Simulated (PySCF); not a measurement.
Two species compared at the same levels of theory.

First species: C4H15NOSi2.
InChI=1S/C4H15NOSi2/c1-4(2,3)5-8-6-7/h5H,8H2,1-3,7H3

Second species: C5H14O3Si.
SMILES: `[SiH3]O[C@](OC)(CC)CO`

Levels: PBE0/pcSseg-1 for HOMO energy, LUMO energy and HOMO–LUMO gap. Geometries: GFN2-xTB. All species are isolated and taken at one optimised geometry, non-relativistic unless stated. Electronic properties by PySCF.

Dipoles, sizes and rotational constants follow the conformer. The torsions of the flexible species, by atom-mapped SMILES:
- `[CH3:1][C:2]([CH3:3])([CH3:4])[NH:5][SiH2:6][O:7][SiH3:8]`: C1–C2–N5–Si6 -85°, C2–N5–Si6–O7 168°, N5–Si6–O7–Si8 39°

The conformers of `CC[C@@](CO)(OC)O[SiH3]` aren't listed.

```tsv
property	column X	column Y
HOMO energy	-7.67 eV	-6.70 eV
LUMO energy	0.76 eV	0.45 eV
HOMO–LUMO gap	8.43 eV	7.15 eV
```

Question: Which column belongs to which species?

Answer: Column X is the second species and column Y the first. The first has 23 atoms and 82 electrons, the second 23 and 82.

Question: How does each property change from the first species to the second?

Answer: HOMO energy -0.97 eV; LUMO energy +0.31 eV; HOMO–LUMO gap +1.28 eV.

On the first:  GFN2-xTB frequencies show an imaginary mode (29i cm⁻¹), so this geometry is no minimum at that level.

